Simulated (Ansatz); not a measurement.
Relaxation of CH$_{4}$OSSi (8 atoms, charge 0, multiplicity 1), to a largest force component of 0.02 eV/Å in at most 40 steps.

Level of theory: Ansatz, RKS PBE/6-31G.

```xyz
8
Properties=species:S:1:pos:R:3
Si -0.762 0.924 0.392
O -0.138 -0.285 -0.541
C 0.892 -1.087 -0.468
S 1.220 -2.201 -1.589
H -1.121 0.362 1.693
H 0.256 1.959 0.554
H -1.887 1.298 -0.444
H 1.540 -0.971 0.402
```

Where does it end, and by what steps?

It converged. Limits of this set-up: no polarisation functions. After 18 steps the energy has fallen by 0.533 eV; H8 moved furthest, 0.89 Å.

```tsv
step	energy less start (eV)	largest force component (eV/Å)	accepted
0	0.0000	1.920	yes
1	-0.3793	1.196	yes
2	-0.4756	0.584	yes
3	-0.4981	0.564	yes
4	-0.4691	1.025	no
5	-0.5119	0.165	yes
6	-0.5161	0.023	yes
7	-0.5154	0.280	no
8	-0.5177	0.060	yes
9	-0.5194	0.124	yes
10	-0.5205	0.206	yes
11	-0.5219	0.195	yes
12	-0.5275	0.241	yes
13	-0.5305	0.038	yes
14	-0.5212	0.514	no
15	-0.5314	0.095	yes
16	-0.5315	0.160	yes
17	-0.5319	0.097	yes
18	-0.5325	0.006	yes
```

```xyz
8
Properties=species:S:1:pos:R:3
Si -0.829 0.855 0.485
O -0.331 -0.654 -0.364
C 0.951 -1.049 -0.595
S 1.349 -2.469 -1.386
H -1.590 0.432 1.714
H 0.425 1.626 0.842
H -1.701 1.617 -0.476
H 1.727 -0.358 -0.220
```

Time of the run: 43 s on 1 thread of Arm Neoverse V2 (shared host), peak memory 0.15 GiB.
